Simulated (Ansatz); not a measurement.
Consider the formal exchange of groups at a C–Sn bond: `C[CH](C)[SnH]([CH](C)C)[CH](C)C` + `Cc1ccccc1` → `CC(C)Cc1ccccc1` + `C[CH](C)[SnH2][CH](C)C`.

Isolated molecules relaxed with PBE0-D4/def2-TZVP in Ansatz; ΔE leaves out vibrations. CBS: MP2 limit from def2 TZ/QZ plus the TZ coupled-cluster correction, frozen cores. DFT in def2-TZVPP. Elements past krypton have def2 core potentials. For Sn outer-core shells are correlated without core-valence functions, which leaves a few kJ/mol of doubt a bond. Each species was taken in one conformer, which may not be the lowest.

```
             level  ΔE (kcal/mol)
           ωB97X-V            0.2
CCSD(T)/def2-TZVPP            1.3
     HF/def2-QZVPP           -1.9
      HF/CBS(def2)           -1.9
```

What does CCSD(T)/CBS give? (Estimate.)

Ansatz gave: +2.7 kcal/mol. The listed levels differ from it by -2.5, -1.4, -4.6, -4.6 kcal/mol.

Largest T1 diagnostic among the species: 0.011.

In def2-TZVPP, CCSD(T) changes the Hartree–Fock value by +3.3 kcal/mol (the triples alone add +0.5 kcal/mol) and MP2 by +4.1 kcal/mol. From PBE to PBE0 (25 % exact exchange), in def2-TZVPP and without D4, ΔE moves by −1.0 kcal/mol. The D4 term adds +0.8 kcal/mol with B3LYP and +0.6 kcal/mol with PBE0; it sums over pairs of atoms, weighted by their polarisabilities, and B3LYP, whose exchange is more repulsive, gets the larger term.

B3LYP here is the variant with VWN-RPA as its local correlation; programs differ in this.
